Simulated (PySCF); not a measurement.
CCl3, SMILES Cl[C+](Cl)Cl, charge +1.

Coordinates come from a PBE-D3(BJ)/def2-SVP optimisation.

Level of theory: PBE-D3(BJ)/def2-SVP in PySCF.

Frequencies are harmonic and unscaled.

Modes within 1.5 cm⁻¹ of each other (mostly degenerate sets) share a row, with their intensities summed.

Computed vibrational spectrum:
```json
[
 {"mode": "1–2", "ν (cm⁻¹)": "306", "IR (km/mol)": "0.7", "moving atoms (share of kinetic energy)": "Cl 94 %"},
 {"mode": "3", "ν (cm⁻¹)": "509", "IR (km/mol)": "0.0", "moving atoms (share of kinetic energy)": "C 90 %, Cl 10 %"},
 {"mode": "4", "ν (cm⁻¹)": "534", "IR (km/mol)": "0.0", "moving atoms (share of kinetic energy)": "Cl 100 %"},
 {"mode": "5–6", "ν (cm⁻¹)": "1022", "IR (km/mol)": "512.4", "moving atoms (share of kinetic energy)": "C 84 %, Cl 16 %"}
]
```
